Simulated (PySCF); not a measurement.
Si(F)(Me)(OH)(NH2) (CH6FNOSi), SMILES C[Si](N)(O)F. Geometry optimised at ωB97X-D3(BJ)/def2-SVP. This is a generated structure with no PubChem entry under its InChIKey; it may be hypothetical. The values are those of a single conformer.

Computed equilibrium geometry at ωB97X-D3(BJ)/def2-SVP (PySCF confirms it by a frequency run) as bond lengths and angles (one conformer of several):
Atoms: C1 Si2 N3 O4 F5 H6 H7 H8 H9 H10 H11. Bonded distances (Å): C1–Si2 1.856, C1–H6 1.102, C1–H7 1.101, C1–H8 1.101, Si2–N3 1.703, Si2–O4 1.660, Si2–F5 1.641, N3–H9 1.012, N3–H10 1.013, O4–H11 0.962. Bond angles (°): Si2–C1–H6 110.9, Si2–C1–H7 110.8, Si2–C1–H8 110.9, H6–C1–H7 108.2, H6–C1–H8 107.5, H7–C1–H8 108.4, C1–Si2–N3 110.6, C1–Si2–O4 115.1, C1–Si2–F5 106.1, N3–Si2–O4 106.6, N3–Si2–F5 113.7, O4–Si2–F5 104.7, Si2–N3–H9 122.6, Si2–N3–H10 121.8, H9–N3–H10 112.7, Si2–O4–H11 115.7.
